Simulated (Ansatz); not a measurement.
Geometry optimisation, RKS r2SCANh/STO-3G (Ansatz 0.2.0).

Input file:

```yaml
crystal:
  periodic: [false, false, false]
  atoms:
    - { symbol: Al, position_ang: [-1.6207, 1.1298, -1.2624] }
    - { symbol: C, position_ang: [-0.8392, 0.3794, 0.3576] }
    - { symbol: "N", position_ang: [0.5923, 0.3318, 0.1762] }
    - { symbol: C, position_ang: [1.3172, -0.4324, 1.2334] }
    - { symbol: Si, position_ang: [1.1851, -1.358, -0.3698] }
    - { symbol: H, position_ang: [-2.6814, 2.408, -1.0678] }
    - { symbol: H, position_ang: [-0.7279, 1.2966, -2.5738] }
    - { symbol: H, position_ang: [-1.2695, -0.5904, 0.5471] }
    - { symbol: H, position_ang: [-1.0782, 1.0761, 1.2462] }
    - { symbol: H, position_ang: [0.5643, -0.822, 2.055] }
    - { symbol: H, position_ang: [2.2357, -0.0518, 1.5267] }
    - { symbol: H, position_ang: [0.0475, -2.2169, -0.5949] }
    - { symbol: H, position_ang: [2.2952, -1.185, -1.2588] }
basis:
  gaussian: { orbitals: STO-3G }
hamiltonian:
  xc: r2scanh
relax:
  f_tol: 0.02
  max_steps: 40
scf:
  lower_state_search: "off"
output:
  orbitals: {}
```

Command:

```bash
$ ansatz run input.yaml --threads 1 --pin off --max-ram 2048MiB --backend cpu --events-out ev --progress --plain --runs-dir out
```

Task: Where does it end, and by what steps?

Result: It converged. Limits of this set-up: minimal basis. After 34 steps the energy has fallen by 2.250 eV; H6 moved furthest, 2.13 Å. Joined: Al1–N3.

```json
{"step": "0", "energy less start (eV)": "0.0000", "largest force component (eV/Å)": "5.084", "accepted": "yes"}
{"step": "2", "energy less start (eV)": "-1.4448", "largest force component (eV/Å)": "0.459", "accepted": "yes"}
{"step": "4", "energy less start (eV)": "-1.4695", "largest force component (eV/Å)": "0.163", "accepted": "yes"}
{"step": "6", "energy less start (eV)": "-1.4793", "largest force component (eV/Å)": "0.070", "accepted": "yes"}
{"step": "8", "energy less start (eV)": "-1.4808", "largest force component (eV/Å)": "0.112", "accepted": "yes"}
{"step": "10", "energy less start (eV)": "-1.4834", "largest force component (eV/Å)": "0.038", "accepted": "yes"}
{"step": "12", "energy less start (eV)": "-1.4846", "largest force component (eV/Å)": "0.046", "accepted": "yes"}
{"step": "14", "energy less start (eV)": "-1.4857", "largest force component (eV/Å)": "0.040", "accepted": "yes"}
{"step": "16", "energy less start (eV)": "-1.4864", "largest force component (eV/Å)": "0.094", "accepted": "yes"}
{"step": "18", "energy less start (eV)": "-1.4886", "largest force component (eV/Å)": "0.268", "accepted": "yes"}
{"step": "20", "energy less start (eV)": "-1.5060", "largest force component (eV/Å)": "0.158", "accepted": "yes"}
{"step": "22", "energy less start (eV)": "-1.6789", "largest force component (eV/Å)": "0.516", "accepted": "yes"}
{"step": "24", "energy less start (eV)": "-1.9818", "largest force component (eV/Å)": "1.262", "accepted": "yes"}
{"step": "26", "energy less start (eV)": "-2.1233", "largest force component (eV/Å)": "0.779", "accepted": "yes"}
{"step": "28", "energy less start (eV)": "-2.2082", "largest force component (eV/Å)": "0.339", "accepted": "yes"}
{"step": "30", "energy less start (eV)": "-2.2473", "largest force component (eV/Å)": "0.081", "accepted": "yes"}
{"step": "32", "energy less start (eV)": "-2.2499", "largest force component (eV/Å)": "0.034", "accepted": "yes"}
{"step": "34", "energy less start (eV)": "-2.2501", "largest force component (eV/Å)": "0.012", "accepted": "yes"}
```

```xyz
13
Properties=species:S:1:pos:R:3
Al -1.039 1.422 -0.907
C -1.425 0.005 0.294
N 0.070 0.049 -0.152
C 1.166 0.010 0.921
Si 1.178 -1.350 -0.295
H -0.712 2.766 -0.334
H -1.266 1.189 -2.369
H -1.872 -0.955 0.004
H -1.479 0.117 1.384
H 0.801 -0.165 1.939
H 1.873 0.846 0.864
H 0.653 -2.634 0.091
H 2.072 -1.335 -1.426
```

Whether the end is a true minimum wasn't checked by a vibrational analysis.

Time of the run: 2.2 min on 1 CPU thread of a shared host.
